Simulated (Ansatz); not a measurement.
Isolated molecules relaxed with PBE0-D4/def2-TZVP in Ansatz; ΔE leaves out vibrations. CCSD(T)/CBS is the MP2 limit (def2-TZVPP, def2-QZVPP) plus CCSD(T) − MP2 in def2-TZVPP, frozen cores. This one scheme is used for every species, atoms too. Functionals use def2-TZVPP. B3LYP here is the variant with VWN-RPA as its local correlation; programs differ in this. Open shells (•) are unrestricted, without spin–orbit coupling. Spin–orbit coupling would lower the free atoms: a little for B, C, O, Si. Each species was taken in one conformer, which may not be the lowest.

Consider the atomization: `CB1O[SiH]1N` → B• + C• + 6 H• + N• + O• + Si•.

`CB1O[SiH]1N`:

Z-matrix (Å, degrees):
```
C
B 1 1.549
H 1 1.095 2 110.2
H 1 1.094 2 110.5 3 -116.9
H 1 1.093 2 112.1 3 121.3
O 2 1.354 1 132.0 3 -118.9
Si 2 1.897 1 165.6 3 55.8
N 7 1.696 2 127.2 1 -81.1
H 7 1.480 2 126.2 1 105.2
H 8 1.005 7 123.0 2 14.5
H 8 1.006 7 122.6 2 -150.0
```

Q: What is ΔE at CCSD(T)/CBS? (An estimate is asked.)

A: Computed: +4228.2 kJ/mol.

Q: What do these levels give: B3LYP-D4, ωB97X-V, B2PLYP, PBE0, HF/def2-TZVPP, CCSD/def2-TZVPP, CCSD(T)/def2-TZVPP, HF/def2-QZVPP, MP2/def2-QZVPP, SCS-MP2/def2-QZVPP, MP2/CBS(def2), CCSD/CBS(def2)? (Estimate.)

A: Ansatz gave: B3LYP-D4 4240.5, ωB97X-V 4252.7, B2PLYP 4198.0, PBE0 4222.5, HF/def2-TZVPP 3053.4, CCSD/def2-TZVPP 4043.2, CCSD(T)/def2-TZVPP 4109.1, HF/def2-QZVPP 3061.9, MP2/def2-QZVPP 4264.2, SCS-MP2/def2-QZVPP 4255.6, MP2/CBS(def2) 4312.0, CCSD/CBS(def2) 4162.3 kJ/mol.

Largest T1 diagnostic among the species: 0.014.

The D4 term adds +31.8 kJ/mol with B3LYP and +16.7 kJ/mol with PBE0; it sums over pairs of atoms, weighted by their polarisabilities, and B3LYP, whose exchange is more repulsive, gets the larger term. From PBE to PBE0 (25 % exact exchange), in def2-TZVPP and without D4, ΔE moves by −80.7 kJ/mol: exact exchange takes away binding that semilocal exchange gives to molecules. In def2-TZVPP, CCSD(T) changes the Hartree–Fock value by +1055.7 kJ/mol (the triples alone add +66.0 kJ/mol) and MP2 by +1139.5 kJ/mol; breaking electron pairs costs correlation energy, which Hartree–Fock lacks.

For atomizations the MP2-based limit and the directly extrapolated one differ by several kJ/mol either way, and by 10 to 25 for some Ge, Se and Sn compounds, so smaller differences from it don't rank the levels.
